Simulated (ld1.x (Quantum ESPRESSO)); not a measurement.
Mo (Z = 42), TM: configuration errors across variants

```json
{
 "Element": "molybdenum",
 "Generator": "ld1.x (Quantum ESPRESSO) 7.5",
 "Type": "norm-conserving Troullier–Martins (Kleinman–Bylander form)",
 "Functional": "PBEsol",
 "Relativity": "fully relativistic",
 "Frozen core": "[Kr]",
 "Valence charge": "6",
 "Reference configuration": "4d5 5s0 5p0 (charge +1)",
 "Partial waves": "5s (bound, empty): rc 2.60 bohr; 5p (bound, empty): rc 2.45 bohr; 4d (bound): rc 2.40 bohr",
 "Local potential": "the d channel",
 "Core correction": "Bessel-smoothed model core inside 2.50 bohr"
}
```

Open shells are filled in proportion to 2j + 1 (rel_dist='average').

All-electron excitation energies from the reference (eV): (1) 4d5 5s1 5p0 -6.905; (2) 4d4 5s0 5p0 15.454; (3) 4d3 5s0 5p0 42.176; (4) 4d5 5s0 5p1 -3.719; (5) 4d4 5s1 5p0 1.179; (6) 4d2 5s0 5p0 81.645; (7) 4d4 5s1 5p1 -3.147.

A true bound ghost makes a file unfit for plane-wave use even where its test errors are small: the radial tests pick states by their node count and pass the ghost by.

Errors AE − PS in meV (a dash: test not solved or not reliable):

```csv
change,(1),(2),(3),(4),(5),(6),(7),bound ghosts
base,-11,-78,-433,-7.4,-83,-1192,-105,"s, p3/2, p1/2"
core correction none,+14,-22,-117,+4.4,-43,-218,-39,"s, p3/2, p1/2"
core correction Bessel-smoothed model core inside 1.02 bohr,-13,-84,-489,-7.8,-96,-1417,-122,"s, p3/2, p1/2"
core correction Bessel-smoothed model core inside 1.28 bohr,-13,-84,-489,-7.8,-96,-1417,-122,"s, p3/2, p1/2"
core correction Bessel-smoothed model core inside 1.42 bohr,-13,-84,-489,-7.8,-96,-1418,-122,"s, p3/2, p1/2"
core correction Bessel-smoothed model core inside 1.70 bohr,-13,-84,-489,-7.8,-96,-1418,-122,"s, p3/2, p1/2"
core correction Bessel-smoothed model core inside 1.94 bohr,-13,-84,-485,-7.8,-95,-1400,-121,"s, p3/2, p1/2"
core correction Bessel-smoothed model core inside 2.12 bohr,-12,-83,-477,-7.7,-93,-1363,-118,"s, p3/2, p1/2"
core correction Bessel-smoothed model core inside 2.46 bohr,-11,-78,-438,-7.4,-84,-1211,-106,"s, p3/2, p1/2"
core correction Bessel-smoothed model core inside 2.58 bohr,-11,-76,-421,-7.3,-80,-1150,-102,"s, p3/2, p1/2"
```

**Question.** Give the same row for: core correction Bessel-smoothed model core inside 2.86 bohr.

**Answer.** -8.8, -67, -355, -6.7, -69, -913, -87; bound ghosts: s, p3/2, p1/2.
